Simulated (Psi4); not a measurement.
tert-butylthiol (C4H10S), singlet, at a GFN2-xTB geometry; CCSD(T)/STO-3G run with Psi4.

The Psi4 input:
```
memory 2 GB

molecule {
0 1
  C    -0.28728591    1.20823473   -1.11264235
  C    -0.25309893   -0.04926139   -0.25443164
  C     0.15383757   -1.26781817   -1.07205804
  C    -1.59391997   -0.27688702    0.43190663
  S     0.98570354    0.19379041    1.10925437
  H    -1.05113059    1.11037707   -1.88238910
  H    -0.51895782    2.07888926   -0.50319583
  H     0.67220764    1.37358002   -1.59965358
  H     0.23356972   -2.14509353   -0.43396168
  H    -0.59245319   -1.46420702   -1.84018979
  H     1.11415571   -1.10710133   -1.55899341
  H    -1.54863534   -1.15449171    1.07316198
  H    -1.85805211    0.58228339    1.04469498
  H    -2.37350079   -0.42797162   -0.31227422
  H     2.03434358    0.36748006    0.30808310
}

set basis sto-3g

energy('ccsd(t)')
print_variables()
```

It wrote (shortened):

```
   => Loading Basis Set <=

    Name: STO-3G
    Role: ORBITAL
    Keyword: BASIS

         ---------------------------------------------------------
                                   SCF
               by Justin Turney, Rob Parrish, Andy Simmonett
                          and Daniel G. A. Smith
                              RHF Reference
         ---------------------------------------------------------

  ==> Geometry <==

    Molecular point group: c1
    Full point group: C1

    Geometry (in Angstrom), charge = 0, multiplicity = 1:

       Center              X                  Y                   Z               Mass
    ------------   -----------------  -----------------  -----------------  -----------------
         C           -0.329823197292     1.199631865683    -1.175152928818    12.000000000000
         C           -0.295636217292    -0.057864254317    -0.316942218818    12.000000000000
         C            0.111300282708    -1.276421034317    -1.134568618818    12.000000000000
         C           -1.636457257292    -0.285489884317     0.369396051182    12.000000000000
         S            0.943166252708     0.185187545683     1.046743791182    31.972071174400
         H           -1.093667877292     1.101774205683    -1.944899678818     1.007825032230
         H           -0.561495107292     2.070286395683    -0.565706408818     1.007825032230
         H            0.629670352708     1.364977155683    -1.662164158818     1.007825032230
         H            0.191032432708    -2.153696394317    -0.496472258818     1.007825032230
         H           -0.634990477292    -1.472809884317    -1.902700368818     1.007825032230
         H            1.071618422708    -1.115704194317    -1.621503988818     1.007825032230
         H           -1.591172627292    -1.163094574317     1.010651401182     1.007825032230
         H           -1.900589397292     0.573680525683     0.982184401182     1.007825032230
         H           -2.416038077292    -0.436574484317    -0.374784798818     1.007825032230
         H            1.991806292708     0.358877195683     0.245572521182     1.007825032230

  Running in c1 symmetry.

  Rotational constants: A =      0.15011  B =      0.10041  C =      0.09959 [cm^-1]
  Rotational constants: A =   4500.13444  B =   3010.33484  C =   2985.63142 [MHz]
  Nuclear repulsion =  245.545503717261624

  Charge       = 0
  Multiplicity = 1
  Electrons    = 50
  Nalpha       = 25
  Nbeta        = 25

  ==> Algorithm <==

  SCF Algorithm Type is PK.
  DIIS enabled.
  MOM disabled.
  Fractional occupation disabled.
  Guess Type is SAD.
  Energy threshold   = 1.00e-08
  Density threshold  = 1.00e-08
  Integral threshold = 1.00e-12

  ==> Primary Basis <==

  Basis Set: STO-3G
    Blend: STO-3G
    Number of shells: 27
    Number of basis functions: 39
    Number of Cartesian functions: 39
    Spherical Harmonics?: true
    Max angular momentum: 1

  ==> Integral Setup <==

  Using in-core PK algorithm.
   Calculation information:
      Number of atoms:                  15
      Number of AO shells:              27
      Number of primitives:             81
      Number of atomic orbitals:        39
      Number of basis functions:        39

      Integral cutoff                 1.00e-12
      Number of threads:                 1

  Performing in-core PK
  Using 609180 doubles for integral storage.
  We computed 66691 shell quartets total.
  Whereas there are 71631 unique shell quartets.

  ==> DiskJK: Disk-Based J/K Matrices <==

    J tasked:                  Yes
    K tasked:                  Yes
    wK tasked:                  No
    Schwarz Cutoff:          1E-12

  Minimum eigenvalue in the overlap matrix is 2.0306512047E-01.
  Reciprocal condition number of the overlap matrix is 7.8436397213E-02.
    Using symmetric orthogonalization.

  ==> Pre-Iterations <==

  SCF Guess: Superposition of Atomic Densities via on-the-fly atomic UHF (no occupation information).

   -------------------------
[...]
  @RHF Final Energy:  -548.63243244551427
    Total Energy =                       -548.6324324455142687
[...]
     2        -0.311733519822341    2.948e-02    0.002393    0.014694    0.014694    0.140817
     3        -0.312961516686085    4.575e-03    0.002564    0.016008    0.016008    0.142633
     4        -0.313155755446935    1.413e-03    0.002612    0.016478    0.016478    0.143214
     5        -0.313151147823141    3.528e-04    0.002630    0.016613    0.016613    0.143307
     6        -0.313147080903188    7.887e-05    0.002633    0.016637    0.016637    0.143317
     7        -0.313147370235661    2.990e-05    0.002634    0.016647    0.016647    0.143323
     8        -0.313147519527889    7.208e-06    0.002634    0.016649    0.016649    0.143324
     9        -0.313147346823317    1.729e-06    0.002634    0.016649    0.016649    0.143324
    10        -0.313147314665657    4.543e-07    0.002634    0.016649    0.016649    0.143325
    11        -0.313147313946676    1.125e-07    0.002634    0.016649    0.016649    0.143325
    12        -0.313147320452737    3.499e-08    0.002634    0.016649    0.016649    0.143325

    Iterations converged.

    Largest TIA Amplitudes:
             23   1        -0.0096763934
             23   0         0.0094581807
             12   1         0.0042966362
             24  13         0.0042725196
             24   2         0.0033410227
             22   1        -0.0029821316
             14   1         0.0028402598
             12   0        -0.0026402569
             22   0         0.0025831895
             20   0        -0.0025774743

    Largest TIjAb Amplitudes:
     23  23   0   0        -0.0782734356
     22  22   1   1        -0.0477490644
     21  21   2   2        -0.0329145337
     18  18   5   5        -0.0322427015
     20  22   1   1         0.0290706086
     22  20   1   1         0.0290706086
     19  19   8   8        -0.0259385290
     22  22   0   0        -0.0256150477
     14  23   0   0         0.0245918237
     23  14   0   0         0.0245918237

    SCF energy       (wfn)                    = -548.632432445514269
    Reference energy (file100)                = -548.632432445514496

    Opposite-spin MP2 correlation energy      =   -0.211997841520266
    Same-spin MP2 correlation energy          =   -0.025052245355331
    Singles MP2 correlation energy            =   -0.000000000000000
    MP2 correlation energy                    =   -0.237050086875596
      * MP2 total energy                      = -548.869482532390066

    Opposite-spin CCSD correlation energy     =   -0.292767945497926
    Same-spin CCSD correlation energy         =   -0.020379374954811
    Singles CCSD correlation energy           =    0.000000000000000
    CCSD correlation energy                   =   -0.313147320452737
      * CCSD total energy                     = -548.945579765967182

            **************************
            *                        *
            *        CCTRIPLES       *
            *                        *
            **************************

    Wave function   =    CCSD_T
    Reference wfn   =      RHF

    Nuclear Rep. energy (wfn)                =  245.545503717261624
    SCF energy          (wfn)                = -548.632432445514269
    Reference energy    (file100)            = -548.632432445514496
    CCSD energy         (file100)            =   -0.313147320452737
    Total CCSD energy   (file100)            = -548.945579765967182

    Number of ijk index combinations:             2925
    Approx. words needed per explicit thread:           10976
    Number of threads for explicit ijk threading:    1

    MKL num_threads set to 1 for explicit threading.

    (T) energy                                =   -0.002014262745772
      * CCSD(T) total energy                  = -548.947594028712956

  Variable Map:
  ----------------------------------------------------------------------------
[...]
  Array Variable Map:
  ----------------------------------------------------------------------------
[...]
[...]
```
